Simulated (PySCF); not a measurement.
One of the candidates below gave these computed data.

All candidates are C7H5NS.

| technique | computed result |
| --- | --- |
| 1H NMR | chemical shifts (computed TMS as zero) by class: 7.80 (1 H), 7.46 (1 H), 7.33 (1 H), 7.32 (1 H), 5.90 (1 H) ppm [GIAO PBE0/pcSseg-1] |
| Dipole | 5.72 D [PBE0/def2-SVPD] |
| UV, first state | lowest singlet excitation: 4.18 eV (297 nm, f = 0.623) [TDDFT PBE0/def2-SVPD] |
| NMR, other nuclei | isotropic shieldings of nuclei other than C and H, by class: -57 (1 N), 253 (1 S) ppm [GIAO PBE0/pcSseg-1] |
| Polarisability | 116.8 au [PBE0/def2-SVPD] |
| Triplet | lowest triplet excitation (Tamm–Dancoff): 2.43 eV [TDA PBE0/def2-SVPD] |
| 13C NMR | chemical shifts (computed TMS as zero) by class: 149.5 (1 C), 148.9 (1 C), 140.1 (1 C), 133.8 (1 C), 129.3 (1 C), 123.5 (1 C), 98.4 (1 C) ppm [GIAO PBE0/pcSseg-1] |
| Rotational structure | rotational constants A, B, C: 4.845, 0.661, 0.582 GHz [GFN2-xTB] |

Gas-phase values; electronic properties from PySCF, density fitting. Levels stand in brackets. Isolated species at its GFN2-xTB geometry (one conformer only). NMR classes are plain means over equivalent atoms (diastereotopic ones count apart unless rotation or inversion swaps them), as if these changed places fast.

Question: Which candidate is it?
A. `N#Cc1cccc(S)c1`
B. `c1cc2ccsc2cn1`
C. `N#C/C=C/c1cccs1`

Answer: C. It is `N#C/C=C/c1cccs1`. Numbering: `[N:1]#[C:2]/[CH:3]=[CH:4]/[c:5]1[cH:6][cH:7][cH:8][s:9]1`. Its formula, C7H5NS, gives 6 degrees of unsaturation: 1 ring and 5 π bonds in the structure found (Kekulé form). 7 carbons fall into 7 classes; from least to most shielded: substituted aromatic carbon [C5] (149.5 ppm), alkene CH carbon [C4] (148.9 ppm), aromatic CH next to a ring sulfur [C8] (140.1 ppm), aromatic CH carbon [C7] (133.8 ppm), aromatic CH carbon [C6] (129.3 ppm), nitrile carbon [C2] (123.5 ppm), alkene CH carbon [C3] (98.4 ppm). Hydrogen classes from least to most shielded: 1 H on an aromatic CH carbon, C6 (7.80 ppm), 1 H on an aromatic CH next to a ring sulfur, C8 (7.46 ppm), 1 H on an aromatic CH carbon, C7 (7.33 ppm), 1 H on an alkene CH carbon, C4 (7.32 ppm), 1 H on an alkene CH carbon, C3 (5.90 ppm). The other shieldings belong to: -57 ppm, nitrile nitrogen [N1]; 253 ppm, thiophene-type sulfur [S9]. S1 is mainly HOMO→LUMO (weight 0.97); the largest Löwdin shares of the orbital it empties are 0.17 on the aromatic CH next to a ring sulfur, 0.17 on an alkene CH carbon, 0.15 on the substituted aromatic carbon and 0.10 on an aromatic CH carbon, of the orbital it fills 0.17 on an alkene CH carbon, 0.16 on an alkene CH carbon, 0.11 on an aromatic CH carbon and 0.11 on the aromatic CH next to a ring sulfur. The optimised geometry has point group Cs and is an asymmetric top.

The others, at the same levels:
- `c1cc2ccsc2cn1` fails: its computed 13C shifts are 149.8 (1 C), 149.2 (1 C), 149.1 (1 C), 143.7 (1 C), 140.0 (1 C), 127.9 (1 C), 122.7 (1 C) ppm, 1H shifts are 9.43 (1 H), 8.95 (1 H), 7.92 (1 H), 7.58 (1 H), 7.54 (1 H) ppm and lowest singlet excitation is 4.65 eV (266 nm, f = 0.002) (against 4.18 eV).
- `N#Cc1cccc(S)c1` fails: its computed 13C shifts are 145.2 (1 C), 136.7 (1 C), 134.9 (1 C), 134.6 (1 C), 133.6 (1 C), 124.0 (1 C), 118.6 (1 C) ppm, 1H shifts are 7.60 (1 H), 7.57 (1 H), 7.56 (1 H), 7.52 (1 H), 3.85 (1 H) ppm and rotational constant A is 2.785 GHz (against 4.845 GHz).

Each candidate is one conformer, not necessarily the lowest. Dipoles, sizes and rotational constants follow the conformer. The torsions of the flexible species, by atom-mapped SMILES:
- `[N:1]#[C:2]/[CH:3]=[CH:4]/[c:5]1[cH:6][cH:7][cH:8][s:9]1`: C3–C4–C5–C6 0°
- `[N:1]#[C:2][c:3]1[cH:4][cH:5][cH:6][c:7]([SH:8])[cH:9]1`: H–S8–C7–C6 180°
